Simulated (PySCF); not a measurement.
# IF, CCSD(T): how much the basis matters

PySCF, RHF reference; singlet, unpaired electrons none; De to I + F without counterpoise correction. Frozen cores follow the default of each basis and core potential.

| basis | relativity | functions | Re (Å) | ωe (cm⁻¹) | De (eV) | frozen orbitals |
| --- | --- | --- | --- | --- | --- | --- |
| cc-pVDZ-PP/cc-pVDZ | scalar-relativistic core potentials | 37 | 1.976 | 585 | 2.12 | 5 |
| def2-SVP | scalar-relativistic core potentials | 40 | 1.961 | 598 | 2.25 | 5 |
| x2c-SVPall | spin-free X2C | 50 | 1.965 | 593 | 2.27 | 19 |
| aug-cc-pVDZ-PP/aug-cc-pVDZ | scalar-relativistic core potentials | 55 | 1.953 | 612 | 2.73 | 5 |
| def2-TZVPP | scalar-relativistic core potentials | 81 | 1.911 | 619 | 2.73 | 5 |

(1) How does each smaller set differ from the one with most functions, def2-TZVPP?

Measured (Huber and Herzberg, Constants of Diatomic Molecules (1979)): Re = 1.909759 Å, ωe = 610.24 cm⁻¹. Correlated steps freeze the inner cores (5 to 19 orbitals); shallow outer-core shells are correlated. Correlated levels converge slowly with the basis: in double zeta they bind strong bonds too weakly, by up to about 1 eV, and carry superposition errors of some tenths. Spin–orbit coupling is left out, which matters for elements this heavy, above all for dissociation energies. Where the molecule has an RHF reference, its open-shell atoms are computed with UHF.

Answers

(1) cc-pVDZ-PP/cc-pVDZ: +6.5 pm, -5.5 % in ωe, -0.61 eV in De; def2-SVP: +5.0 pm, -3.4 % in ωe, -0.48 eV in De; x2c-SVPall: +5.4 pm, -4.2 % in ωe, -0.46 eV in De; aug-cc-pVDZ-PP/aug-cc-pVDZ: +4.2 pm, -1.1 % in ωe, +0.00 eV in De. All at CCSD(T); the set with most functions is neither the basis-set limit nor always the best. The rows treat relativity differently, so the differences are not basis effects alone.
